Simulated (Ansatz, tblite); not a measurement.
Isomers of Be₃Se₂⁺ (doublet), found by a short tight-binding search and relaxed with PBE-D4/def2-SVP in Ansatz.

The xTB rows come from tblite. Correlated methods freeze 18 core orbitals; core or outer-core shells of Se are correlated, in sets that lack core-valence functions.

Other spin states were run for one of them alone.

A:

Cartesian coordinates in Å:
```
Be 0.486 -1.189 -0.275
Be 0.803 0.965 0.386
Be -1.290 0.224 -0.111
Se 0.224 0.472 -1.645
Se -0.224 -0.472 1.645
```

B:

```tsv
atom	x (Å)	y (Å)	z (Å)
Be1	1.1443	0.5074	-0.9227
Be2	-0.7729	-0.6373	-0.0981
Be3	0.5560	0.8944	1.1377
Se4	0.4649	-1.2599	-1.6457
Se5	-1.3922	0.4954	1.5288
```

Question: Estimate which lies lowest at each level, and how far above it the others are (kJ/mol).

Answer: 
```
               level      A     B
            GFN1-xTB    0.0  59.3
            GFN2-xTB  126.1   0.0
         HF/def2-SVP   16.3   0.0
    PBE-D4/def2-TZVP    0.0  50.1
 r2SCAN-D4/def2-TZVP    0.0  41.4
r2SCANh-D4/def2-TZVP    0.0  41.6
   PBE0-D4/def2-TZVP    0.0  46.7
  BHLYP-D4/def2-TZVP    0.0  22.0
        MP2/def2-SVP    0.0  22.8
       CCSD/def2-SVP    0.0  13.5
    CCSD(T)/def2-SVP    0.0  15.2
```
Point groups (tolerance 0.1 Å): A D3h, B C2. Lower isomers may exist.
